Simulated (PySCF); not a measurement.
**Orbital energies and ionisation energy**

Compound: C5H6NOP.
Geometry (PBE0-D3(BJ)/def2-SVP, Å), atoms numbered from 1 in this order:
```
atom  x, y, z in Å
C1     2.4010    0.4354   -0.0745
O2     1.4402   -0.5799   -0.2764
C3     0.1561   -0.2709   -0.0870
C4    -0.7652   -1.3186   -0.3024
C5    -2.1192   -1.1261   -0.1427
P6    -2.8728    0.3845    0.3333
C7    -1.4141    1.3255    0.4808
N8    -0.1529    0.9593    0.2789
H9     2.3743    0.8100    0.9600
H10    3.3738   -0.0248   -0.2861
H11    2.2282    1.2877   -0.7488
H12   -0.3589   -2.2882   -0.6014
H13   -2.7800   -1.9804   -0.3264
H14   -1.5402    2.3755    0.7825
```

Level: wB97X-D/def2-SVPD (PySCF). Frontier orbitals with their largest atomic shares (Löwdin; up to four atoms above 4 %):

```csv
orbital,ε (eV),main atoms
HOMO−3,-10.46,"C5 32 %, C4 25 %, N8 16 %, P6 7 %"
HOMO−2,-10.40,"P6 45 %, C5 14 %, C7 11 %, N8 10 %"
HOMO−1,-9.24,"N8 39 %, P6 29 %, C7 11 %, C3 6 %"
HOMO,-8.43,?
LUMO,0.28,"P6 34 %, C7 18 %, C3 16 %, C5 12 %"
LUMO+1,0.40,"C5 24 %, C4 18 %, N8 17 %, C7 16 %"
LUMO+2,2.32,"C1 23 %, C7 10 %, C3 10 %, C4 9 %"
```

Question: What vertical ionisation energy does ΔSCF give, and how far is −ε(HOMO) from it?

Answer: ΔSCF: 8.58 eV (828 kJ/mol; threshold wavelength 144 nm); ⟨S²⟩ of the doublet left behind is 0.776, against 0.75 for a pure doublet. −ε(HOMO) is 8.43 eV, 0.15 eV below it. In exact Kohn–Sham theory the two would be equal; wB97X-D (range-separated hybrid) comes within 0.15 eV of that here.

Question: On which atoms does the HOMO lie?

Answer: P6 (phosphorus bonded to 2 C) 28 %, C7 (aromatic CH next to a ring nitrogen) 17 %, O2 (aryl ether oxygen) 16 %, C4 (aromatic CH carbon) 10 %, so no atom holds as much as 40 %. The HOMO−1 lies 0.81 eV lower.

Question: What kinetic energy would electrons from this vertical process carry with 118.2 nm light (10.49 eV)?

Answer: 10.49 − 8.58 = 1.91 eV.

Question: What total energies stand behind the ΔSCF value?

Answer: E(N) = -665.00323 Eh and E(N − 1) = -664.68778 Eh at the same geometry, 0.31545 Eh apart.

Question: With α = 96.1 au, estimate the like-pair dispersion coefficient by London's formula C6 = (3/4)α²I.

Answer: I = 0.3155 Eh, so C6 ≈ 2180 au, a rough estimate.

The structure is a single PBE0-D3(BJ)/def2-SVP conformer in the gas phase; no vibrational or solvent corrections.

The pairwise dispersion term of wB97X-D wasn't added to the energies; at a given geometry it leaves orbitals and properties as they are.
